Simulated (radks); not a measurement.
Charge is removed step by step from the 6s1/2 level of Tb+, starting from [Xe] 4f9 6s1. Calculated with a radial shooting solver on a logarithmic mesh with Libxc functionals: Dirac Kohn-Sham, PBE, spin-unpolarised, spherical densities, point nucleus; open shells fill j = l - 1/2 first.

[
 {"removed (e)": "0", "E - E(0) (eV)": "0.000", "eigenvalue (eV)": "-8.733", "E minus straight line (eV)": "0.000"},
 {"removed (e)": "0.25", "E - E(0) (eV)": "2.352", "eigenvalue (eV)": "-10.091", "E minus straight line (eV)": "-0.527"},
 {"removed (e)": "0.5", "E - E(0) (eV)": "5.049", "eigenvalue (eV)": "-11.495", "E minus straight line (eV)": "-0.710"},
 {"removed (e)": "0.75", "E - E(0) (eV)": "8.104", "eigenvalue (eV)": "-12.945", "E minus straight line (eV)": "-0.535"},
 {"removed (e)": "1", "E - E(0) (eV)": "11.518", "eigenvalue (eV)": "-14.319", "E minus straight line (eV)": "0.000"}
]

Removing the whole electron costs 11.518 eV by Delta-SCF, against 8.733 eV from minus the eigenvalue at the starting occupation. Slater's transition state (half an electron removed) gives 11.495 eV. Integrating minus the eigenvalue over the occupation (Janak's theorem) gives 11.516 eV. The mean slope of the eigenvalue, de/dn, is 5.59 eV per electron. Ionisation energy of Tb+ in the NIST Atomic Spectra Database: 11.51 eV (semi-empirical).

Beside tabulated values, note that spin-unpolarised runs miss the spin-polarisation part of the exchange energy of open shells.
